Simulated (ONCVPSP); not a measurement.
What one change does to a pseudopotential (Pm (Z = 61), ONCV)

Pm, optimised norm-conserving Vanderbilt (ONCV), made with ONCVPSP 4.0.1 (LDA (Perdew-Wang 92), scalar-relativistic). Core [Kr] 4d10 4f4, reference 5s2 5p6 5d1 6s1.5 (charge +0.5). Waves: 5s+6s: rc 2.35 bohr, ncon 4, nbas 9, qcut 4.7 1/bohr, 3 projectors, debl 3.3 Ha; 5p: rc 2.15 bohr, ncon 3, nbas 6, qcut 6.3 1/bohr, 1 projector; 5d: rc 3.80 bohr, ncon 4, nbas 9, qcut 3.4 1/bohr, 1 projector. Local part: polynomial inside 2.10 bohr (lpopt 5, dvloc0 2 Ha). Core correction: polynomial model core, fcfact 0.5.

Change: reference 5s2 5p6 5d1 6s1 6p1; wave 5p: rc 2.15 bohr, ncon 3, nbas 6, qcut 6.3 1/bohr, 1 projector becomes 5p+6p: rc 2.15 bohr, ncon 3, nbas 6, qcut 6.3 1/bohr, 2 projectors.

Cutoffs: the cutoffs (Ha) at which the residual kinetic energy of the hardest occupied pseudo-wave falls to 1 and 0.1 mHa per electron; they do not see the model core or the augmentation charge, which bear on the density cutoff. Errors are all-electron minus pseudo energies relative to the spin-unpolarised reference configuration.

What does the change do?

The potential gets neither clearly harder nor softer (12 Ha and 15 Ha → 12 Ha and 15 Ha); the number of tests that count goes from 4 to 3; the range in which the p phases agree widens (upper end 0.7 → at the end of the scan); neither file shows a bound ghost.

| quantity | base | changed |
| --- | --- | --- |
| cutoff, loose | 12 Ha | 12 Ha |
| cutoff, tight | 15 Ha | 15 Ha |
| loose cutoff by channel | s 7.8 Ha, p 12 Ha, d 4.7 Ha | s 7.8 Ha, p 12 Ha, d 4.7 Ha |
| bound ghosts | none | none |
| GHOST(+) flags under 300 eV | none | none |
| tests counted as reliable (solved cleanly; for ONCVPSP, near-neutral configurations with less than one 5d electron left out) | 4 of 4 | 3 of 4 |
| s: phases at 2.38 bohr within 0.05 rad from the reference energy up to (Ha; the scan ends near 5) | to the end of the scan | to the end of the scan |
| p: phases at 2.18 bohr within 0.05 rad from the reference energy up to (Ha; the scan ends near 5) | 0.7 | to the end of the scan |
| d: phases at 3.85 bohr within 0.05 rad from the reference energy up to (Ha; the scan ends near 5) | 0.2 | 0.3 |
| rms error of d²Exc/dni dnj with the model core, mHa | 1.08 | 0.87 |

Changed file: Tests not counted: 5s2 5p6 5d0 6s2 6p1 (all-electron energy unsafe for a near-neutral lanthanide with less than one 5d electron, printed error +34 meV).
